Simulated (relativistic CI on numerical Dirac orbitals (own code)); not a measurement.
Method of calculation: Dirac-Coulomb-Breit CI, separate exchange-only KLI orbitals for each configuration, a model potential for QED, unscaled Slater integrals (own radial code, finite nucleus).

The strongest absorption lines from the ground level of an ion, among the configurations computed and to levels below about 512 eV (vacuum wavelength in Å, gf): 24.225 (0.14), 27.362 (0.44), 35.527 (0.082), 36.733 (0.63), 37.559 (0.32), 53.748 (7.3), 67.491 (0.061), 72.273 (0.0019).

Problem. Which ion is it?
A. W²⁸⁺
B. Er²²⁺
C. Hf²⁶⁺
D. Yb²⁴⁺

Solution. D. Yb²⁴⁺ has 46 electrons and the ground level 4s²4p⁶4d¹⁰ ¹S0; the strongest line goes to 4s²4p⁶4d⁹4f ¹P°1. The pattern of lines fixes the number of electrons, and along that sequence the line energies rise steadily with the charge (about as its square where n changes within one kind of shell, about linearly where n is kept but much faster in heavy ions where fine structure, which grows about as Z⁴, sets the gap, and irregularly where shells cross), which fixes Z. Configurations outside the model, such as inner-shell arrays, can give stronger lines. At this charge energies of transitions that change n are usually good to better than 1 %, and those within a shell (Δn = 0) to a few per cent.

LS names give the leading component of a level, which can be under half, so a name can repeat, a term be missing and a line seem to break the LS rules.
